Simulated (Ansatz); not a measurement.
`[BH2][Al]1[CH2][NH]1` + `N=CF` → `BN=CF` + `[CH2]1[NH][AlH]1`  (cleavage of the B–Al bond)

Gas-phase electronic energies from Ansatz, PBE0-D4/def2-TZVP geometries. CCSD(T)/CBS is the MP2 limit (def2-TZVPP, def2-QZVPP) plus CCSD(T) − MP2 in def2-TZVPP, frozen cores. This one scheme is used for every species. Functionals use def2-TZVPP. One conformer a species, not always the lowest.

```csv
species,PBE0-D4 energy (Eh)
`[BH2][Al]1[CH2][NH]1`,-362.84813
`N=CF`,-193.76202
`BN=CF`,-219.20163
`[CH2]1[NH][AlH]1`,-337.46016
```

(1) Work out ΔE.

Largest T1 diagnostic among the species: 0.016.

Answers

(1) ΔE = (-219.20163) + (-337.46016) − (-362.84813) − (-193.76202) = -0.05164 Eh = -32.4 kcal/mol. CCSD(T)/CBS gives -31.2 kcal/mol.

At CCSD(T), def2-SVP lies −2.9 kcal/mol from the extrapolated value and def2-TZVPP +0.3 kcal/mol. Leaving LDA and LC-ωPBE aside and taking each functional with its dispersion term where it has one, the values, not all of them listed here, spread over 3.3 kcal/mol, from B97M-V to ωB97X-V. LDA lies −4.2 kcal/mol from PBE without D4. From BLYP to BHLYP (50 % exact exchange), in def2-TZVPP and without D4, ΔE moves by +1.0 kcal/mol.
